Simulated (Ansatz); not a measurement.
```yaml
crystal:
  periodic: [false, false, false]
  atoms:
    - {symbol: Mg, position_ang: [-0.512547, 2.003387, -0.290005]}
    - {symbol: N, position_ang: [-0.035758, 0.155164, -0.021023]}
    - {symbol: Si, position_ang: [0.343130, -0.317850, 1.575867]}
    - {symbol: Si, position_ang: [-0.033535, -0.846758, -1.404293]}
    - {symbol: H, position_ang: [-0.930051, 3.622407, -0.525278]}
    - {symbol: H, position_ang: [0.204100, 0.902152, 2.439460]}
    - {symbol: H, position_ang: [1.737793, -0.820735, 1.739624]}
    - {symbol: H, position_ang: [-0.570566, -1.359601, 2.127872]}
    - {symbol: H, position_ang: [-1.007786, -1.973918, -1.332768]}
    - {symbol: H, position_ang: [-0.429834, 0.013352, -2.569143]}
    - {symbol: H, position_ang: [1.300553, -1.434600, -1.719615]}
basis:
  gaussian: {orbitals: cc-pVDZ, final_grid: {core_spheres: 5, valence_spheres: 4, degree: 11}}
total_charge: 4
hamiltonian: {xc: {name: B2GP-PLYP}}
output: {forces: true}
```

```sh
$ ansatz run in.yaml --threads 4 --pin off --events-out ev --progress --plain --max-ram 10444MiB
```

Output, abridged:

```
Functional definition: B2GP-PLYP
964 factors; integrals over basis functions are off by at most 9.8e-4 eV
mean field evaluation 1: about -22671.9715 eV, gradient 1.2e2 eV
mean field evaluation 2: about -22672.0963 eV, gradient 1.2e2 eV
mean field evaluation 4: about -22697.6667 eV, gradient 6.3e1 eV
mean field evaluation 8: about -22708.2511 eV, gradient 1.1e1 eV
mean field evaluation 16: about -22711.8315 eV, gradient 6.8e-1 eV
mean field evaluation 32: about -22711.4736 eV, gradient 6.6e0 eV
mean field -22711.83802986 eV, -834.6446529606 hartree, gradient 4.1e-6 eV, S^2 0.000000; 5 other end points of the search recorded, 0 dependent functions left out; unrestricted orbitals would lower it
12 core orbitals not correlated: weight in the atoms' cores, before any rotation towards them, 1.000 or more for the frozen orbitals, at most 0.000 for the correlated occupied ones
reference -22711.83812091 eV, -834.6446563065 hartree; 13, 13 occupied and 78, 78 virtual orbitals, 964 factors
second order -19.13819914 eV of doubles, -0.00000000 eV of singles
Total energy: -22718.72787259 eV, -834.8978500110 hartree
Atom 0 at    -0.512547     2.003387    -0.290005 Å, force    -0.388082     1.499830    -0.220669 eV/Å
Atom 1 at    -0.035758     0.155164    -0.021023 Å, force     0.682053    -2.641047     0.388039 eV/Å
Atom 2 at     0.343130    -0.317850     1.575867 Å, force     0.080325     1.333011     2.329969 eV/Å
Atom 3 at    -0.033535    -0.846758    -1.404293 Å, force    -0.550425     0.484182    -2.613719 eV/Å
Atom 4 at    -0.930051     3.622407    -0.525278 Å, force    -0.769824     2.985013    -0.433778 eV/Å
Atom 5 at     0.204100     0.902152     2.439460 Å, force    -0.008355     0.554519     0.721392 eV/Å
Atom 6 at     1.737793    -0.820735     1.739624 Å, force     1.841634    -0.735919     0.035414 eV/Å
Atom 7 at    -0.570566    -1.359601     2.127872 Å, force    -1.232112    -1.452745     0.552313 eV/Å
Atom 8 at    -1.007786    -1.973918    -1.332768 Å, force    -1.261946    -1.507797     0.290653 eV/Å
Atom 9 at    -0.429834     0.013352    -2.569143 Å, force    -0.202147     0.270828    -0.825776 eV/Å
Atom 10 at     1.300553    -1.434600    -1.719615 Å, force     1.808878    -0.789873    -0.223837 eV/Å
Dipole moment:    -0.228458     0.887311    -0.126254 e Å
```

In this input the charge is far from anything that the molecule holds. Self-consistency was reached. The result belongs to that input, not to the molecule as meant.
